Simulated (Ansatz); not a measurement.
```yaml
crystal:
  periodic: [false, false, false]
  atoms:
    - {symbol: F, position_ang: [2.639947, -2.388660, 0.049414]}
    - {symbol: B, position_ang: [0.626546, -0.936689, 0.230553]}
    - {symbol: Cl, position_ang: [-1.844778, -1.895636, 2.202444]}
    - {symbol: Se, position_ang: [0.590500, 2.156263, -1.724284]}
    - {symbol: H, position_ang: [-1.917918, 2.925452, -0.836362]}
basis:
  gaussian: {orbitals: x2c-TZVPPall, nuclear_model: gaussian}
magnetization: {spin_polarized: true, initial_magnetization: 0}
hamiltonian: {xc: {name: r2SCANh}, dispersion: d4, pseudopotentials: {relativity: none}}
```

```sh
$ ansatz run in.yaml --threads 2 --pin off --events-out ev --progress --plain --max-ram 32768MiB --backend cpu
```

Output, abridged:

```
Functional definition: r2SCANh
1073 factors; their error is unknown
mean field evaluation 1: about -80878.3881 eV, gradient 4.2e1 eV
mean field evaluation 2: about -80437.0434 eV, gradient 1.7e2 eV
mean field evaluation 4: about -80842.6012 eV, gradient 9.2e1 eV
mean field evaluation 8: about -80890.5015 eV, gradient 5.8e-1 eV
mean field evaluation 16: about -80892.7994 eV, gradient 1.1e-1 eV
mean field evaluation 32: about -80892.9314 eV, gradient 1.0e-5 eV
mean field -80892.93135179 eV, -2972.7603959802 hartree, gradient 9.8e-6 eV, S^2 1.885279; 12 other end points of the search recorded, 0 dependent functions left out
reference -80892.93136589 eV, -2972.7603964981 hartree; 33, 33 occupied and 133, 133 virtual orbitals, 1073 factors
WARN: the results are in doubt because the basis set is contracted for relativity, which is off
Total energy: -80892.95320735 eV, -2972.7611991570 hartree
In doubt: the basis set is contracted for relativity, which is off
```

Problem. What is wrong with this run?

Solution. The coordinates are in bohr but typed as ångström. The run converged. The result belongs to that input, not to the molecule as meant.
